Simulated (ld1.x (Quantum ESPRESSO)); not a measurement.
**Scattering properties, PAW potential for iron**

```
Element                 : iron (Fe)
Generator               : ld1.x (Quantum ESPRESSO) 7.5
Type                    : PAW
Functional              : PBE
Relativity              : scalar-relativistic
Frozen core             : [Ne] 3s2
Valence charge          : 14
Reference configuration : 3p6 3d6.5 4s1.5 4p0
Partial waves           : 4s (bound): rcut 1.95, rcutus 2.50 bohr; 4s channel at 0.1 Ry: rcut 1.95, rcutus 2.50 bohr; 3p (bound): rcut 1.20, rcutus 1.35 bohr; 4p (bound, empty): rcut 1.20, rcutus 1.35 bohr; 3d (bound): rcut 1.60, rcutus 1.95 bohr; 3d channel at 1.1 Ry: rcut 1.60, rcutus 1.95 bohr
Local potential         : all-electron potential smoothed inside 1.25 bohr (lloc = -1)
Core correction         : a·sin(br)/r model core inside 0.80 bohr
Augmentation charge     : BESSEL, radius 1.30 bohr
```

The phase is arctan(r·u′/u) with u = r·R(r), unwrapped; energies in Ry, scanned from -6 to 5 Ry. A pole is an energy at which the radial function vanishes at the test radius. The pseudo phase is shifted by a multiple of π to meet the all-electron one at the reference energy, and phase errors are pseudo minus all-electron; the curves can meet again beyond the range given. Levels narrower than the energy grid can be missing from the lists of poles.

For each channel, where are the poles, and over which energies does the pseudopotential scatter like the atom?

```tsv
channel	radius (bohr)	reference energy (Ry)	poles, all-electron	poles, pseudo	unbroken range about the reference energy with phases within 0.05 rad	phase error 1 Ry above the reference energy (rad)
s	2.71	-0.35	1.31	1.31	below 3.8	-0.000
p	2.71	-0.08	-4.22, 2.25	-4.22, 2.23	below 4.2	-0.001
d	2.71	-0.40	-0.28, 3.91	-0.28, 3.45	below 3.3	-0.001
```

Note: ghost state, extra bound levels that the all-electron valence spectrum of the same l lacks: s at -118.8 eV. A true bound ghost makes a file unfit for plane-wave use.

Phases in the s channel:

```json
{"E (Ry)": "-6.00", "all-electron": "1.411", "pseudo": "1.410"}
{"E (Ry)": "-5.74", "all-electron": "1.406", "pseudo": "1.406"}
{"E (Ry)": "-5.48", "all-electron": "1.402", "pseudo": "1.401"}
{"E (Ry)": "-5.22", "all-electron": "1.397", "pseudo": "1.396"}
{"E (Ry)": "-4.96", "all-electron": "1.391", "pseudo": "1.391"}
{"E (Ry)": "-4.70", "all-electron": "1.385", "pseudo": "1.385"}
{"E (Ry)": "-4.44", "all-electron": "1.378", "pseudo": "1.378"}
{"E (Ry)": "-4.18", "all-electron": "1.371", "pseudo": "1.371"}
{"E (Ry)": "-3.92", "all-electron": "1.363", "pseudo": "1.363"}
{"E (Ry)": "-3.66", "all-electron": "1.353", "pseudo": "1.353"}
{"E (Ry)": "-3.40", "all-electron": "1.343", "pseudo": "1.342"}
{"E (Ry)": "-3.14", "all-electron": "1.330", "pseudo": "1.330"}
{"E (Ry)": "-2.88", "all-electron": "1.315", "pseudo": "1.315"}
{"E (Ry)": "-2.62", "all-electron": "1.297", "pseudo": "1.297"}
{"E (Ry)": "-2.36", "all-electron": "1.275", "pseudo": "1.275"}
{"E (Ry)": "-2.10", "all-electron": "1.248", "pseudo": "1.248"}
{"E (Ry)": "-1.84", "all-electron": "1.211", "pseudo": "1.211"}
{"E (Ry)": "-1.58", "all-electron": "1.161", "pseudo": "1.161"}
{"E (Ry)": "-1.32", "all-electron": "1.086", "pseudo": "1.086"}
{"E (Ry)": "-1.06", "all-electron": "0.965", "pseudo": "0.965"}
{"E (Ry)": "-0.80", "all-electron": "0.741", "pseudo": "0.741"}
{"E (Ry)": "-0.54", "all-electron": "0.277", "pseudo": "0.277"}
{"E (Ry)": "-0.28", "all-electron": "-0.461", "pseudo": "-0.461"}
{"E (Ry)": "-0.02", "all-electron": "-0.986", "pseudo": "-0.986"}
{"E (Ry)": "0.24", "all-electron": "-1.242", "pseudo": "-1.242"}
{"E (Ry)": "0.50", "all-electron": "-1.379", "pseudo": "-1.379"}
{"E (Ry)": "0.76", "all-electron": "-1.463", "pseudo": "-1.463"}
{"E (Ry)": "1.02", "all-electron": "-1.522", "pseudo": "-1.522"}
{"E (Ry)": "1.28", "all-electron": "-1.567", "pseudo": "-1.567"}
{"E (Ry)": "1.54", "all-electron": "-1.603", "pseudo": "-1.604"}
{"E (Ry)": "1.80", "all-electron": "-1.636", "pseudo": "-1.637"}
{"E (Ry)": "2.06", "all-electron": "-1.667", "pseudo": "-1.668"}
{"E (Ry)": "2.32", "all-electron": "-1.698", "pseudo": "-1.699"}
{"E (Ry)": "2.58", "all-electron": "-1.730", "pseudo": "-1.733"}
{"E (Ry)": "2.84", "all-electron": "-1.767", "pseudo": "-1.772"}
{"E (Ry)": "3.10", "all-electron": "-1.812", "pseudo": "-1.819"}
{"E (Ry)": "3.36", "all-electron": "-1.870", "pseudo": "-1.883"}
{"E (Ry)": "3.62", "all-electron": "-1.950", "pseudo": "-1.976"}
{"E (Ry)": "3.88", "all-electron": "-2.074", "pseudo": "-2.129"}
{"E (Ry)": "4.14", "all-electron": "-2.287", "pseudo": "-2.419"}
{"E (Ry)": "4.40", "all-electron": "-2.689", "pseudo": "-2.994"}
{"E (Ry)": "4.66", "all-electron": "-3.329", "pseudo": "-3.696"}
{"E (Ry)": "4.92", "all-electron": "-3.870", "pseudo": "-4.108"}
```
